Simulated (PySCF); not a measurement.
C2H5ClSi, SMILES [SiH3]/C=C\Cl.

Coordinates come from a ωB97X-D3(BJ)/def2-SVP optimisation. The structure was generated by enumeration; whether it is a known compound was not checked.

All values below come from PySCF with PBE/def2-TZVP.

Isolated molecule, no solvent.

Question: Estimate the frontier levels, gap, dipole moment and polarisability. (Estimate from the structure and the level; the computed values follow.)

Answer: 
- highest occupied level: -6.53 eV
- lowest empty level: -1.87 eV
- orbital gap: 4.66 eV
- dipole moment: 1.34 D
- quadrupole, principal values (traceless, Buckingham form, about the centre of nuclear charge): -2.92, -1.41, 4.34 D·Å
- mean static polarisability: 64.7 bohr³ (9.59 Å³)
- polarisability, principal values: 47.4, 63.8, 82.9 bohr³
